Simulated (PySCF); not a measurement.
Gas-phase reaction: 2 ZrCl3OH + 2 Cl ⇌ ZrCl4.H2O + ZrCl4 + O

Computed with PySCF (xtb for GFN2) and rigid-rotor harmonic-oscillator thermochemistry at 1 bar. † marks an energy on the PBE0/def2-TZVP geometry and frequencies; other levels use their own. Open shells (unrestricted): Cl (multiplicity 2), O (multiplicity 3); the rest are closed-shell singlets. GFN2 has no spin-polarisation term. Spin-orbit splitting is ignored; it lowers the true energy and changes the entropy of Cl, O. B3LYP is the form with VWN-RPA correlation. Zr: scalar-relativistic def2 core potential, no spin-orbit coupling. Adducts (ZrCl4.H2O) have no counterpoise correction, and HF, PBE, BLYP, B3LYP and PBE0 lack dispersion. ZrCl3OH, ZrCl4.H2O: computed as isolated molecules; such fragments, hydroxides, amides, oligomers or adducts are transient or little studied in the gas.

B3LYP/def2-TZVP† gives ΔH°(298 K) = 5 kJ.

**Question.** What do GFN2-xTB, M06-2X/def2-TZVP†, PBE/def2-TZVP† give?

**Answer.** GFN2-xTB: 191 kJ; M06-2X/def2-TZVP†: -37 kJ; PBE/def2-TZVP†: -6 kJ. For scale, ΔH°(298 K) is 5 kJ at this level, -30 kJ at ωB97M-V/def2-TZVP†, and runs from -72 to 191 kJ over the 17 levels computed.
